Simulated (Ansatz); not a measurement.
Geometry optimisation, RKS PBE0-D4/def2-SVP in Ansatz.

The input (input.yaml):

```yaml
crystal:
  periodic: [false, false, false]
  atoms:
    - { symbol: Ge, position_ang: [0.004608, 0.638168, -0.153352] }
    - { symbol: Cl, position_ang: [0.520982, -0.874597, 2.874648] }
    - { symbol: H, position_ang: [1.127607, -0.396217, -0.207183] }
    - { symbol: Cl, position_ang: [-0.297437, 1.325706, -2.184771] }
    - { symbol: H, position_ang: [-1.344147, 0.166935, 0.383779] }
    - { symbol: S, position_ang: [0.609099, 2.388579, 1.115494] }
    - { symbol: H, position_ang: [1.881849, 2.407924, 0.661804] }
    - { symbol: H, position_ang: [0.767039, 0.435901, 2.817581] }
basis:
  gaussian: { orbitals: def2-SVP }
hamiltonian:
  xc: pbe0
  dispersion: d4
relax:
  f_tol: 0.03
  max_steps: 50
```

Command:

```bash
$ ansatz run input.yaml --threads 2 --pin off --max-ram 3072MiB --backend cpu --events-out ev --progress --plain --runs-dir out
```

Q: Where does it end, and by what steps?

A: The run converged. After 6 steps the energy has fallen by 0.045 eV; Cl2 moved furthest, 0.31 Å.

```tsv
step	energy less start (eV)	largest force component (eV/Å)	accepted
0	0.0000	0.998	yes
1	0.0195	1.504	no
2	-0.0215	0.655	yes
3	-0.0323	0.693	yes
4	-0.0375	0.242	yes
5	0.0439	0.667	no
6	-0.0454	0.025	yes
```

```xyz
8
Properties=species:S:1:pos:R:3
Ge -0.050 0.634 -0.200
Cl 0.746 -0.774 3.067
H 1.021 -0.457 -0.211
Cl -0.183 1.410 -2.212
H -1.446 0.199 0.243
S 0.549 2.288 1.180
H 1.827 2.317 0.745
H 0.806 0.474 2.696
```

Whether the end is a true minimum wasn't checked by a vibrational analysis.

Run time: 28 s on 2 threads of Intel(R) Xeon(R) Platinum 8488C (Sapphire Rapids) (shared host), peak memory 0.28 GiB.
